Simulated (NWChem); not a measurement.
System: C2H3F2NSi; SMILES N#CC[SiH](F)F

The following NWChem deck was run.

```
start job
memory heap 200 mb stack 900 mb global 1100 mb
geometry units angstroms noautosym nocenter noautoz
  N     -0.335047    -2.962349    -0.271718
  C      0.170894    -1.983456     0.095166
  C      0.776873    -0.725025     0.509882
  Si    -0.042655     0.757078    -0.326206
  F     -1.500441     0.970972     0.298285
  F      0.844938     2.040125     0.043013
  H      0.699764    -0.611424     1.598808
  H      1.845769    -0.727436     0.259759
  H     -0.141377     0.619207    -1.789788
end
basis spherical
  * library def2-svp
end
dft
  xc b3lyp
  iterations 150
end
cosmo
  do_cosmo_smd true
  solvent toluene
end
task dft energy
```

The geometry was optimised at B3LYP/6-31G* (spherical d). B3LYP is NWChem's, with the RPA form of VWN correlation. Solvent: toluene.

Level: B3LYP/def2-SVP with SMD (1 M gas to 1 M solution), gas-phase geometry. Reactions with the solvent are ignored.

Problem. Predict the main results of this run. (B3LYP/def2-SVP, SMD on the gas-phase geometry.) Quantities: solvation free energy (kcal/mol); cavity-dispersion-structure term (kcal/mol); dipole in solution (D).

Solution. 
| Item | Value |
|---|---|
| solvation free energy (kcal/mol) | -3.9 |
| cavity-dispersion-structure term (kcal/mol) | 0.8 |
| dipole in solution (D) | 3.29 |
